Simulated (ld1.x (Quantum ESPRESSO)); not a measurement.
# Which change was made? (Sm, TM)

samarium (Sm), norm-conserving Troullier–Martins (Kleinman–Bylander form), made with ld1.x (Quantum ESPRESSO) 7.5 (PBE, scalar-relativistic). Core [Kr] 4d10, reference 4f5 5s2 5p6 5d1 6s2 6p0. Waves: 5p (bound): rc 2.40 bohr; 5d (bound): rc 2.95 bohr; 4f (bound): rc 0.95 bohr; 5s (bound): rc 1.55 bohr. Local part: the s channel. Core correction: none.

Occupied shells without a wave of their own: 6s. They enter only through the test configuration that unscreens the potential.

Cutoffs, loose and tight: the cutoffs (Ry, on a coarse ladder) from which the occupation-weighted sum of valence levels, in a spherical-Bessel basis at the reference potential, stays within 10 and 1 mRy of its value at 400 Ry. They do not see the model core or the augmentation charge, which bear on the density cutoff. Test errors are all-electron minus pseudo excitation energies from the reference, over the configurations 4f6 5s2 5p6 5d0 6s2 6p0; 4f6 5s2 5p6 5d0 6s1 6p0; 4f6 5s2 5p6 5d0 6s0 6p0; 4f6 5s2 5p6 5d1 6s0 6p0; 4f6 5s2 5p6 5d0 6s0 6p1; 4f6 5s1 5p6 5d0 6s2 6p0; 4f4 5s2 5p6 5d0 6s0 6p0; variants that change the core or the reference have their own tests.

The base gives: outcome: generated; cutoff, loose: over 300 Ry; cutoff, tight: over 300 Ry; bound ghosts: none; largest test error (meV): -567.

Q: After one change the result is: outcome: generated, misses its reference levels by 0.23 eV; cutoff, loose: over 300 Ry; cutoff, tight: over 300 Ry; bound ghosts: p; largest test error (meV): -2054. Which change was it?
A. wave 5s (bound): rc 1.55 bohr becomes 5s (bound): rc 1.66 bohr
B. wave 5s (bound): rc 1.55 bohr becomes 5s (bound): rc 1.06 bohr
C. wave 5s (bound): rc 1.55 bohr becomes 5s (bound): rc 1.92 bohr

A: B. The others give: wave 5s (bound): rc 1.55 bohr becomes 5s (bound): rc 1.66 bohr → outcome: failed: run_pseudo: Errors in PS-KS equation | wave 5s (bound): rc 1.55 bohr becomes 5s (bound): rc 1.92 bohr → outcome: generated, misses its reference levels by 0.37 eV; cutoff, loose: over 300 Ry; cutoff, tight: over 300 Ry; bound ghosts: none; largest test error (meV): -2794.
